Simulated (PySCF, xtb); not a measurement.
CH5FO2Si2, SMILES F[Si@H]1OCO[SiH2]1.

GFN2-xTB run with xtb at its own geometry gives an orbital gap of 4.40 eV and a dipole moment of 1.80 D.

Coordinates come from a PBE0-D3(BJ)/def2-SVP optimisation. The structure was generated by enumeration; whether it is a known compound was not checked. Other conformers were not sampled.

Problem. What does PySCF with HF/def2-TZVP give? (An estimate is asked for; the answer gives what the named calculation found.)

Solution. gap 13.69 eV (levels -11.14 and 2.56 eV), dipole 1.34 D.
